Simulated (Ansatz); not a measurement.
Stepwise reaction of `C=C[SiH2][SiH](F)F` with hydrogen, as a gas-phase model of exchange steps in deposition or etching. ΔE in kJ/mol.

Computed with Ansatz on PBE0-D4/def2-TZVP structures; ΔE is electronic, products minus reactants. CCSD(T)/CBS is the MP2 limit (def2-TZVPP, def2-QZVPP) plus CCSD(T) − MP2 in def2-TZVPP, frozen cores. This one scheme is used for every species. Functionals use def2-TZVPP. B3LYP here is the variant with VWN-RPA as its local correlation; programs differ in this. One conformer a species, not always the lowest.

```csv
step,reaction,PBE-D4,B3LYP-D4,ωB97M-V,CCSD(T)/CBS
2,`C=C[SiH2][SiH2]F` + H₂ → `C=C[SiH2][SiH3]` + H–F,91.9,101.8,100.3,97.1
```

Give the row of step 1, `C=C[SiH2][SiH](F)F` + H₂ → `C=C[SiH2][SiH2]F` + H–F. (An estimate is asked.)

Computed: 
```tsv
step	reaction	PBE-D4	B3LYP-D4	ωB97M-V	CCSD(T)/CBS
1	`C=C[SiH2][SiH](F)F` + H₂ → `C=C[SiH2][SiH2]F` + H–F	123.5	131.7	131.5	127.5
```

By hand: ΔE of the 2 steps together at CCSD(T)/CBS.

(127.5) + (97.1) = 224.6 kJ/mol, or 112.3 kJ/mol a step.

In ΔE each step is lower than the one before. All are uphill at CCSD(T)/CBS. PBE-D4 differs from CCSD(T)/CBS by -5.2 to -4.0 kJ/mol a step. Isolated molecules leave out the surface, adducts and barriers. Largest T1 diagnostic: 0.013.
